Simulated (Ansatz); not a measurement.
A run on C3H8BN (`BNCC=C`) with other settings.

```yaml
crystal:
  periodic: [false, false, false]
  atoms:
    - {symbol: B, position_ang: [-0.599912, 1.526968, 1.749531]}
    - {symbol: N, position_ang: [-0.715082, 0.463957, 0.870923]}
    - {symbol: C, position_ang: [-0.165351, 0.374673, -0.467584]}
    - {symbol: C, position_ang: [0.814209, -0.747309, -0.599022]}
    - {symbol: C, position_ang: [0.692261, -1.746337, -1.460637]}
    - {symbol: H, position_ang: [-1.101875, 1.438040, 2.832315]}
    - {symbol: H, position_ang: [-0.002149, 2.504634, 1.398599]}
    - {symbol: H, position_ang: [-1.201453, -0.372564, 1.157957]}
    - {symbol: H, position_ang: [0.325050, 1.329635, -0.677049]}
    - {symbol: H, position_ang: [-0.965848, 0.248744, -1.205569]}
    - {symbol: H, position_ang: [1.662407, -0.714180, 0.081623]}
    - {symbol: H, position_ang: [-0.150958, -1.802393, -2.142809]}
    - {symbol: H, position_ang: [1.429002, -2.538568, -1.523479]}
basis:
  gaussian: {orbitals: STO-3G}
total_charge: -1
magnetization: {spin_polarized: true, initial_magnetization: 1}
hamiltonian: {xc: {name: PBE-QIDH}}
```

```sh
$ ansatz run in.yaml --threads 4 --pin off --events-out ev --progress --plain --max-ram 10444MiB
```

Output, abridged:

```
Functional definition: PBE-QIDH
456 factors; integrals over basis functions are off by at most 3.0e-5 eV
mean field evaluation 1: about -5317.6192 eV, gradient 1.5e1 eV
mean field evaluation 2: about -5317.7616 eV, gradient 1.5e1 eV
mean field evaluation 4: about -5319.6067 eV, gradient 1.5e0 eV
mean field evaluation 8: about -5319.7621 eV, gradient 4.6e-1 eV
mean field evaluation 16: about -5319.7877 eV, gradient 1.8e-2 eV
mean field -5319.78773654 eV, -195.4985934361 hartree, gradient 9.2e-6 eV, S^2 0.755116; 2 other end points of the search recorded, 0 dependent functions left out
5 core orbitals not correlated: weight in the atoms' cores, before any rotation towards them, 1.000 or more for the frozen orbitals, at most 0.000 for the correlated occupied ones
reference -5319.78774387 eV, -195.4985937057 hartree; 15, 14 occupied and 13, 14 virtual orbitals, 456 factors
second order -7.40385410 eV of doubles, -0.00000000 eV of singles
Total energy: -5322.25569524 eV, -195.5892892456 hartree
```

It took 1.1 s on 4 threads of an Arm Neoverse V1 on a shared host, with 0.54 GiB of host memory at the peak.
